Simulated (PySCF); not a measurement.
## Tl(NC) relaxed at several levels

Computed with PySCF 2.14.0, def2-SVP on the ligands, density fitting, scalar-relativistic core potentials, no spin-orbit coupling, vacuum. Each row is relaxed at its own level from the same template. Distances are means of the shortest metal–ligand contacts, charges and spins Mulliken's; removal energies are rigid, with the ligand's formal charge and no counterpoise, so too large; for an anion taken off a cation in vacuum most of it is the attraction of opposite charges, and multiply charged cations can part far more cheaply with an electron moved from ligand to metal. Ligands: NC cyanide bound by N.

```json
{"level": "PBE", "basis on the metal": "def2-SVP with ECP60", "point group": "C∞v", "M–NC (Å)": "2.303", "charge on M (e)": "0.50", "dipole (D)": "6.56", "HOMO–LUMO gap (eV)": "2.70", "removal of one NC (eV)": "6.42", "strongest infrared band, degenerate modes summed (cm⁻¹)": "2068", "unstable modes (below −25 cm⁻¹)": "0"}
```

What does the calculation give for TPSS, def2-SVP with ECP60?

point group: C∞v, M–NC (Å): 2.299, charge on M (e): 0.52, dipole (D): 6.61, HOMO–LUMO gap (eV): 3.03, removal of one NC (eV): 6.34, unstable modes (below −25 cm⁻¹): not given.
```xyz
3

Tl    0.0000    0.0000   -0.2377
N     0.0000    0.0000    2.0613
C     0.0000    0.0000    3.2537
```

One start shape was tried for each, so a minimum needn't be the lowest isomer.
